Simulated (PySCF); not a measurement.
Be(Cl)(iPr), C3H7BeCl, SMILES C[CH](C)[Be][Cl], singlet (CAM-B3LYP/def2-SVP optimised geometry):

```
12

Be     0.789    -0.024     0.000
Cl     2.601    -0.024     0.000
C     -0.888    -0.031     0.016
C     -1.493    -1.133    -0.869
C     -1.500     1.339    -0.320
H     -1.162    -0.265     1.065
H     -2.593    -1.157    -0.786
H     -1.257    -0.973    -1.935
H     -1.125    -2.137    -0.602
H     -1.139     2.137     0.348
H     -2.601     1.318    -0.237
H     -1.265     1.647    -1.352
```

Level of theory: PySCF with CAM-B3LYP/def2-TZVP.

### Question
What are the frontier orbital energies and the dipole moment?

### Answer
HOMO-2 -10.79 eV, HOMO-1 -10.71 eV, HOMO -9.10 eV, LUMO 0.48 eV, LUMO+1 1.00 eV; dipole moment 1.06 D.

Meta-Löwdin charges at CAM-B3LYP/def2-TZVP: Be1 1.26, Cl2 -0.68, C3 -0.62, C4 -0.32, C5 -0.32, H6 0.09, H7 0.10, H8 0.10, H9 0.10, H10 0.10, H11 0.10, H12 0.10.
